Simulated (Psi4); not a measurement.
CuF, charge +1, doublet, geometry from GFN2-xTB (such geometries of metal compounds can be far from the true shape) (the multiplicity is a formal guess); B97M-V/6-31G** run with Psi4.

The Psi4 input:
```
memory 2 GB

molecule mol {
1 2
  Cu   -0.000000   -0.000000   -0.407068
  F     0.000000    0.000000    1.311665
}

set basis 6-31g**
set reference uks

energy('b97m-v')
print_variables()
```

### Question
Write the output that Psi4 gives for this input, abridged.

### Answer

```
   => Loading Basis Set <=

    Name: 6-31G**
    Role: ORBITAL
    Keyword: BASIS

         ---------------------------------------------------------
                                   SCF
               by Justin Turney, Rob Parrish, Andy Simmonett
                          and Daniel G. A. Smith
                              UKS Reference
         ---------------------------------------------------------

  ==> Geometry <==

    Molecular point group: c2v
    Full point group: C_inf_v

    Geometry (in Angstrom), charge = 1, multiplicity = 2:

       Center              X                  Y                   Z               Mass
    ------------   -----------------  -----------------  -----------------  -----------------
         CU           0.000000000000     0.000000000000    -0.398559492619    62.929597720000
         F            0.000000000000     0.000000000000     1.320173507381    18.998403162730

  Running in c2v symmetry.

  Rotational constants: A = ************  B =      0.39106  C =      0.39106 [cm^-1]
  Rotational constants: A = ************  B =  11723.59133  C =  11723.59133 [MHz]
  Nuclear repulsion =   80.358759612383082

  Charge       = 1
  Multiplicity = 2
  Electrons    = 37
  Nalpha       = 19
  Nbeta        = 18

  ==> Algorithm <==

  SCF Algorithm Type is DF.
  DIIS enabled.
  MOM disabled.
  Fractional occupation disabled.
  Guess Type is SAD.
  Energy threshold   = 1.00e-06
  Density threshold  = 1.00e-06
  Integral threshold = 1.00e-12

  ==> Primary Basis <==

  Basis Set: 6-31G**
    Blend: 6-31G**
    Number of shells: 18
    Number of basis functions: 54
    Number of Cartesian functions: 54
    Spherical Harmonics?: false
    Max angular momentum: 3

  ==> DFT Potential <==

   => LibXC <=

    Version 7.1.2
    S. Lehtola, C. Steigemann, M. J. T. Oliveira, and M. A. L. Marques,  SoftwareX 7, 1–5 (2018) (10.1016/j.softx.2017.11.002)

   => Composite Functional: B97M-V <=

    B97M-V GGA Exchange-Correlation Functional

    N. Mardirossian and M. Head-Gordon,  J. Chem. Phys. 142, 074111 (2015) (10.1063/1.4907719)

    Deriv               =              1
    GGA                 =           TRUE
    Meta                =           TRUE

    Exchange Hybrid     =          FALSE
    MP2 Hybrid          =          FALSE

   => Exchange-Correlation Functionals <=

    1.0000   B97M-V exchange-correlation functional

   => LibXC Density Thresholds  <==

    XC_MGGA_XC_B97M_V:  1.00E-15

   => VV10 Non-Local Parameters <=

    VV10 B              =     6.0000E+00
    VV10 C              =     1.0000E-02

   => Molecular Quadrature <=

    Radial Scheme          =       TREUTLER
    Pruning Scheme         =           NONE
    Nuclear Scheme         =       TREUTLER

    Blocking Scheme        =         OCTREE
    BS radius alpha        =              1
    Pruning alpha          =              1
    Radial Points          =             75
    Spherical Points       =            302
    Total Points           =          43472
    Total Blocks           =            405
    Max Points             =            255
    Max Functions          =             54
    Weights Tolerance      =       1.00E-15

   => Loading Basis Set <=

    Name: (6-31G** AUX)
    Role: JKFIT
    Keyword: DF_BASIS_SCF

  ==> Integral Setup <==

  SCF_SUBTYPE=INCORE selected. In-core MEM_DF algorithm will be used.
  Using in-core AOs.

  ==> MemDFJK: Density-Fitted J/K Matrices <==

    J tasked:                   Yes
    K tasked:                    No
    wK tasked:                   No
    Algorithm:                 Core
    Schwarz Cutoff:           1E-12
    Mask sparsity (%):       0.3429
    Fitting Condition:        1E-10

   => Auxiliary Basis Set <=

  Basis Set: (6-31G** AUX)
    Blend: CC-PVDZ-JKFIT + DEF2-UNIVERSAL-JKFIT
    Number of shells: 82
    Number of basis functions: 458
    Number of Cartesian functions: 458
    Spherical Harmonics?: false
    Max angular momentum: 6

  Minimum eigenvalue in the overlap matrix is 1.1955665326E-03.
  Reciprocal condition number of the overlap matrix is 2.6493809040E-04.
    Using symmetric orthogonalization.

  ==> Pre-Iterations <==

  SCF Guess: Superposition of Atomic Densities via on-the-fly atomic UHF (no occupation information).

   -------------------------
    Irrep   Nso     Nmo
   -------------------------
     A1        26      26
     A2         4       4
     B1        12      12
     B2        12      12
   -------------------------
    Total      54      54
   -------------------------

  ==> Iterations <==

                           Total Energy        Delta E     RMS |[F,P]|

   @DF-UKS iter SAD: -1737.27861320078114   -1.73728e+03   0.00000e+00
    Occupation by irrep:
             A1    A2    B1    B2
    DOCC [    10,    0,    4,    4 ]
    SOCC [     1,    0,    0,    0 ]
    NA   [    11,    0,    4,    4 ]
    NB   [    10,    0,    4,    4 ]

   @DF-UKS iter   1: -1736.35841578672830    9.20197e-01   1.15701e-01 ADIIS
    Occupation by irrep:
             A1    A2    B1    B2
    DOCC [     9,    1,    4,    4 ]
    SOCC [     1,    0,    0,    0 ]
    NA   [    10,    1,    4,    4 ]
    NB   [     9,    1,    4,    4 ]

   @DF-UKS iter   2: -1702.51726410690799    3.38412e+01   2.54315e-01 ADIIS
    Occupation by irrep:
             A1    A2    B1    B2
    DOCC [    10,    1,    3,    4 ]
    SOCC [     0,    0,    1,    0 ]
    NA   [    10,    1,    4,    4 ]
    NB   [    10,    1,    3,    4 ]

   @DF-UKS iter   3: -1736.98740370485393   -3.44701e+01   1.03518e-01 ADIIS
    Occupation by irrep:
             A1    A2    B1    B2
    DOCC [     9,    1,    4,    4 ]
    SOCC [     1,    0,    0,    0 ]
    NA   [    10,    1,    4,    4 ]
    NB   [     9,    1,    4,    4 ]

   @DF-UKS iter   4: -1738.95412942324151   -1.96673e+00   3.18842e-02 ADIIS/DIIS
   @DF-UKS iter   5: -1738.97199030069305   -1.78609e-02   2.93249e-02 ADIIS/DIIS
   @DF-UKS iter   6: -1739.20629931595499   -2.34309e-01   1.78343e-02 ADIIS/DIIS
   @DF-UKS iter   7: -1739.30261903587802   -9.63197e-02   3.78509e-03 ADIIS/DIIS
   @DF-UKS iter   8: -1739.31266945104335   -1.00504e-02   1.47808e-03 ADIIS/DIIS
   @DF-UKS iter   9: -1739.31508425139100   -2.41480e-03   2.75121e-04 ADIIS/DIIS
   @DF-UKS iter  10: -1739.31523829792263   -1.54047e-04   1.27904e-04 ADIIS/DIIS
   @DF-UKS iter  11: -1739.31526150010745   -2.32022e-05   1.40514e-05 DIIS
   @DF-UKS iter  12: -1739.31526199401810   -4.93911e-07   4.26965e-06 DIIS
   @DF-UKS iter  13: -1739.31526201040333   -1.63852e-08   2.14138e-06 DIIS
   @DF-UKS iter  14: -1739.31526201256042   -2.15709e-09   3.48549e-07 DIIS
  Energy and wave function converged.

  ==> Post-Iterations <==

   Electrons on quadrature grid:
      Nalpha   =   18.9999867925 ; deviation = -1.321e-05
      Nbeta    =   17.9999869540 ; deviation = -1.305e-05
      Ntotal   =   36.9999737466 ; deviation = -2.625e-05

   @Spin Contamination Metric:   7.320929304E-04
   @S^2 Expected:                7.500000000E-01
   @S^2 Observed:                7.507320929E-01
   @S   Expected:                5.000000000E-01
   @S   Observed:                5.000000000E-01

    Orbital Energies [Eh]
    ---------------------

    Alpha Occupied:

[...]
       4B2    -0.550948

    Alpha Virtual:

[...]
    Beta Occupied:

[...]
    Beta Virtual:

[...]
    Final Occupation by Irrep:
             A1    A2    B1    B2
    DOCC [     9,    1,    4,    4 ]
    SOCC [     1,    0,    0,    0 ]
    NA   [    10,    1,    4,    4 ]
    NB   [     9,    1,    4,    4 ]

  @DF-UKS Final Energy: -1739.31526201256042

   => Energetics <=

    Nuclear Repulsion Energy =             80.3587596123830821
    One-Electron Energy =               -2573.6541257344906626
    Two-Electron Energy =                 831.0822148781426222
    DFT Exchange-Correlation Energy =     -77.2609614746257733
    Empirical Dispersion Energy =           0.0000000000000000
    VV10 Nonlocal Energy =                  0.1588507060304001
    Total Energy =                      -1739.3152620125604244

  UHF NO Occupations:
  HONO-2 :    8 A1 1.9999709
  HONO-1 :    9 A1 1.9997239
  HONO-0 :   10 A1 1.0000000
  LUNO+0 :   11 A1 0.0002761
  LUNO+1 :   12 A1 0.0000291
  LUNO+2 :   13 A1 0.0000181
  LUNO+3 :    5 B1 0.0000154

Computation Completed

Properties will be evaluated at   0.000000,   0.000000,   0.000000 [a0]

Properties computed using the SCF density matrix

 Multipole Moments:

 ------------------------------------------------------------------------------------
     Multipole            Electronic (a.u.)      Nuclear  (a.u.)        Total (a.u.)
 ------------------------------------------------------------------------------------

 L = 1.  Multiply by 2.5417464519 to convert [e a0] to [Debye]
 Dipole X            :          0.0000000            0.0000000            0.0000000
 Dipole Y            :          0.0000000            0.0000000            0.0000000
 Dipole Z            :         -2.6746725            0.6110170           -2.0636555
 Magnitude           :                                                    2.0636555

 ------------------------------------------------------------------------------------

  Variable Map:
  ----------------------------------------------------------------------------
[...]
  Array Variable Map:
  ----------------------------------------------------------------------------
[...]
[...]
```
